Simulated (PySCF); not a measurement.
Spinor energies of O³⁺ (oxygen, charge +3)

Start: [He] 2s2 2p1; 2p1/2 filled at m_j = +1/2. Calculated with PySCF 2.14 in x2c-SVPall-2c (3s2p1d, 14 functions): generalised Hartree-Fock with the X2C-1e Hamiltonian and a Gaussian nucleus; one run each with spin-orbit coupling (SO) switched off, then screened by Boettger's factors.

| spinor shell | electrons | ε, spin-free (eV) | ε, screened SO (eV) | weight of nominal j (screened SO) | rms radius, screened SO (bohr) |
| --- | --- | --- | --- | --- | --- |
| 1s1/2 | 2 | -636.61 | -636.60 | 1.000 | 0.229 |
| 2s1/2 | 2 | -87.722 | -87.719 | 0.999 | 1.08 |
| 2p1/2 | 1 | -78.201 | -78.228 | 0.925 | 1.01 |

```json
{"quantity": "E (hartree)", "spin-free": "-71.04012", "screened SO": "-71.04117"}
{"quantity": "M_J", "spin-free": "1/2", "screened SO": "1/2"}
{"quantity": "⟨J²⟩", "spin-free": "1.084", "screened SO": "0.978"}
{"quantity": "⟨L²⟩", "spin-free": "2.009", "screened SO": "2.009"}
{"quantity": "⟨S²⟩", "spin-free": "0.753", "screened SO": "0.753"}
```

Each row is a mean over spinors that exchange with the open shell spreads, by up to 1.156 eV (2s1/2).

⟨J²⟩ departs a little from M_J(M_J + 1) because the unrestricted spinors polarise the closed shells.

Without spin-orbit coupling the j labels of p, d and f shells carry no meaning; the spin-free column gives the mean over the occupied spinors of each nl shell, and its ⟨J²⟩ belongs to a mixture of degenerate components.
